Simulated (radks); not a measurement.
Effect of the nuclear size on neutral bromine, [Ar] 3d10 4s2 4p5. Calculated with a radial shooting solver on a logarithmic mesh with Libxc functionals: Dirac Kohn-Sham, BLYP, spin-unpolarised, spherical densities, finite nucleus; open shells fill j = l - 1/2 first; Fermi nuclear charge, rms radius 4.1629 fm. The rms radius is varied about that value; shifts are against it.

| rms radius (fm) | total energy shift (eV) | density at nucleus (e/bohr^3) | 1s1/2 shift (meV) | 2s1/2 shift (meV) | 3s1/2 shift (meV) | 3p1/2 shift (meV) | 4s1/2 shift (meV) |
|---|---|---|---|---|---|---|---|
| 3.526 | -0.153 | 4.495e+04 | -65.1 | -6.54 | -1.02 | 0.095 | -0.107 |
| 3.7799 | -0.0950 | 4.471e+04 | -40.3 | -4.05 | -0.635 | 0.059 | -0.066 |
| 4.1629 | 0 | 4.438e+04 | 0.000 | 0.000 | 0.000 | 0.000 | 0.000 |
| 4.4002 | 0.0631 | 4.42e+04 | 26.8 | 2.69 | 0.422 | -0.039 | 0.044 |
| 4.804 | 0.178 | 4.39e+04 | 75.5 | 7.59 | 1.19 | -0.110 | 0.124 |

Slopes of the eigenvalues against <r^2> in GHz/fm^2, as finite differences over the two radii next to the reference (eigenvalue slopes, not the field-shift constants of lines): 1s1/2 3200, 2s1/2 321, 3s1/2 50.4, 3p1/2 -4.66, 4s1/2 5.26.
